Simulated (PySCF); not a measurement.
SMILES CO[Si](C)(C)O[SiH3] (C3H12O2Si2) at its GFN2-xTB optimised geometry (Å):

```
19

C     -0.8859    -2.4455     1.8828
O     -1.0212    -1.1468     1.3858
Si    -0.4142    -0.5323     0.0000
C     -1.1174    -1.3966    -1.5412
C      1.4888    -0.5323     0.0000
O     -0.9538     0.9949     0.0000
Si    -1.4763     2.3545     0.7055
H     -1.4268    -2.4993     2.8282
H      0.1649    -2.6904     2.0553
H     -1.3054    -3.1759     1.1867
H     -0.7684    -2.4229    -1.6154
H     -0.8268    -0.8869    -2.4537
H     -2.2033    -1.4187    -1.5114
H      1.8752    -0.0762     0.9077
H      1.8878     0.0263    -0.8402
H      1.8906    -1.5401    -0.0587
H     -1.8906     3.1759    -0.4310
H     -2.5873     2.0514     1.6054
H     -0.3576     2.9519     1.4375
```

Method: B3LYP/def2-SVP (PySCF). Cells within 0.4 Å of a nucleus heavier than hydrogen are left out (blank, or x).

Map of the Laplacian of the electron density (e/bohr⁵), clipped to [-1.50, 1.50] on the plane z = 0.0 Å:

```
|444444444444444444444444444|
|444444444444444444444444444|
|444444444444444444444444444|
|444444444444444444444444444|
|444444455554444444444444444|
|444444454445444444444444444|
|444444554345544444444444444|
|444444554555544444444444444|
|444444455565554444444444444|
|444444455555654444444444444|
|44444444560x555444444444444|
|4444444456xx555555544444444|
|444444445554555555554444444|
|444444444558974554555444444|
|444444444559x943xx555444444|
|444444444559x944xx555444444|
|444444444555655541355444444|
|444444444555555553454444444|
|444444444455544455544444444|
|444444444444444444444444444|
|444444444444444444444444444|
|444444444444444444444444444|
|444444444444444444444444444|
|444444444444444444444444444|
|444444444444444444444444444|
|444444444444444444444444444|
|444444444444444444444444444|
```
Scale: ten equal steps from -1.46 (start of '0') to 1.50 (end of '9'), in the order '0123456789'; x runs from -5.50 to 5.50, y from -5.50 (bottom) to 5.50 (top).
